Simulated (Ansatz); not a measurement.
Born–Oppenheimer molecular dynamics of ClGaH3N (6 atoms, charge 0, multiplicity 1). It starts from a relaxed structure.

Computed with RHF/def2-SVP (Ansatz).

```yaml
ensemble: NVT, Nosé–Hoover chain
time_step: 1 fs
steps_asked: 500
set_temperature: 50 K
thermostat: time constant 50 fs, chain length 3
temperature_schedule: 125 steps to 50 K, then 375 steps to 100 K
seed: 940950
```

First frame:

```xyz
6
Properties=species:S:1:pos:R:3
Ga 0.061 -0.054 0.019
H -0.059 -0.479 1.507
N 1.585 -0.019 -0.943
H 2.487 -0.274 -0.591
H 1.631 0.262 -1.902
Cl -1.713 0.564 -1.065
```

Problem. How far do the bonds stretch over the last three quarters of this one trajectory? (Pairs bonded in most of those frames.)

Solution. 
```csv
bond,mean (Å),spread (Å),shortest,longest
Ga1–H2,1.554,0.017,1.52,1.59
Ga1–N3,1.803,0.015,1.77,1.84
Ga1–Cl6,2.172,0.034,2.11,2.23
N3–H4,1.002,0.018,0.96,1.04
N3–H5,1.002,0.018,0.97,1.03
```

Mean temperature of the second half: 83 K. The conserved energy stayed within 1.3 meV per atom of its start (net change 0.43 meV per atom), so the integration is sound. The schedule's set-point averaged 83 K over the second half and the system 83 K. A run of 0.5 ps of so small a system gives no equilibrium averages.

Time of the run: 8.1 min on 1 thread of Arm Neoverse V2 (shared host), peak memory 0.14 GiB.
